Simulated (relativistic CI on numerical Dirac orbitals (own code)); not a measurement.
**Te XXV: q coefficients and field-shift factors**

These numbers are calculated, not measured: Dirac-Coulomb-Breit CI, orbitals from a KLI potential per configuration, derivatives by finite differences, unscaled Slater integrals, QED left out (own radial code, finite nucleus).

Configuration list (outside the closed core [Ne] 3s2): 3p6 3d10, 3p6 3d9 4s, 3p6 3d9 4p, 3p6 3d9 4d, 3p6 3d9 4f, 3p5 3d10 4s, 3p6 3d8 4s2, 3p5 3d10 4p. Levels of other configurations are missing.

With x = (α/α₀)² − 1 an excitation energy changes as ω = ω₀ + qx; K = 2q/ω₀ is the relative enhancement. Terms are leading LS components, so labels can repeat. The field-shift factor is F = δν/δ⟨r²⟩ for the transition from the lowest level.

Lowest level 3p6 3d10 1S_0.

| Level | ω₀ (cm⁻¹) | q (cm⁻¹) | K | F (GHz/fm²) |
| --- | --- | --- | --- | --- |
| 3p6 3d9 4s 3D_3 | 4151014 | -260600 | -0.126 | 195 |
| 3p6 3d9 4s 1D_2 | 4159489 | -259500 | -0.125 | 195 |
| 3p6 3d9 4s 3D_1 | 4239670 | -172300 | -0.0813 | 196 |
| 3p6 3d9 4s 3D_2 | 4246208 | -172700 | -0.0813 | 195 |
| 3p6 3d9 4p 3P°_2 | 4546630 | -228000 | -0.1 | 23.1 |
| 3p6 3d9 4p 3F°_3 | 4555584 | -231100 | -0.101 | 22.7 |
| 3p6 3d9 4p 3F°_2 | 4638167 | -141900 | -0.0612 | 23.4 |
| 3p6 3d9 4p 3P°_1 | 4648359 | -132700 | -0.0571 | 23.1 |
| 3p6 3d9 4p 3F°_4 | 4669987 | -96810 | -0.0415 | 18.8 |
| 3p6 3d9 4p 1D°_2 | 4681394 | -100800 | -0.0431 | 19.3 |
| 3p6 3d9 4p 1P°_1 | 4686087 | -101400 | -0.0433 | 20 |
| 3p6 3d9 4p 3D°_3 | 4693093 | -96510 | -0.0411 | 18.9 |
| 3p6 3d9 4p 3P°_0 | 4740802 | -7627 | -0.00322 | 20.1 |

At this charge energies of transitions that change n are usually good to better than 1 %, and those within a shell (Δn = 0) to a few per cent.
